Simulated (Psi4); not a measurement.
Input for Psi4:
```
memory 2 GB

molecule {
0 2
  B     0.84764447    1.05869636   -0.44322339
  O     1.37682875   -0.15179262   -0.10627797
  B     0.57274001   -1.16265845    0.31632496
  O    -0.76697225   -0.95793786    0.40104083
  B    -1.31023903    0.24153226    0.06930465
  O    -0.49956289    1.24748569   -0.35243410
  H     1.03254502   -2.19928698    0.60412444
  H    -2.46562116    0.40939446    0.14521434
}

set basis 3-21g
set reference uks

energy('hse06')
print_variables()
```

Question: What dipole moment does HSE06/3-21G run with Psi4 1.11 give?

Answer: 0.45 D

Question: Estimate the total energy that HSE06/3-21G returns for this input.

Answer: -299.6532 Eh

These values belong to the state on which the SCF converged, which isn't shown to be the lowest.
